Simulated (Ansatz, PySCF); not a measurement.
Noncovalent pair: CH4 (SMILES C) (first 5 atoms) with C3H6 (SMILES C=CC); geometry from B3LYP-D3(BJ)/def2-TZVP, rigid monomers moved along the line of their centres of mass till H5···C7 is 3.51 Å.
(charge 0, multiplicity 1):
| atom | x (Å) | y (Å) | z (Å) |
|---|---|---|---|
| C | -0.1534 | 0.0077 | 0.5017 |
| H | -1.1901 | -0.2810 | 0.6712 |
| H | 0.2313 | -0.5192 | -0.3707 |
| H | -0.1019 | 1.0818 | 0.3264 |
| H | 0.4421 | -0.2475 | 1.3765 |
| C | 0.9316 | -1.0095 | 4.7778 |
| C | 0.5449 | 0.2581 | 4.8440 |
| C | -0.8301 | 0.7567 | 4.5336 |
| H | 0.2454 | -1.7961 | 4.4837 |
| H | 1.9450 | -1.3075 | 5.0139 |
| H | 1.2697 | 1.0114 | 5.1422 |
| H | -0.8072 | 1.4827 | 3.7161 |
| H | -1.4947 | -0.0587 | 4.2458 |
| H | -1.2654 | 1.2678 | 5.3971 |

Interaction energies are E(AB) − E(A) − E(B) at the monomers' geometry in the complex; basis-set methods are counterpoise corrected. Rows marked so take none.

Frozen-core correlation. Rows in 6-31G* carry no dispersion term and start afresh at each structure (6-31G* with six Cartesian d functions).

Run with Ansatz (a program for electronic structure); PySCF for 6-31G* rows. Each number belongs to the level named beside it.

Task: What interaction energy does B3LYP/6-31G* (no counterpoise) give?

Result: -0.3 kcal/mol

Task: Estimate the interaction energy that HF/6-31G* returns for this input.

Result: 0.1 kcal/mol

Task: What is the computed interaction energy (CCSD(T)/aug-cc-pVDZ)?

Result: -0.7 kcal/mol
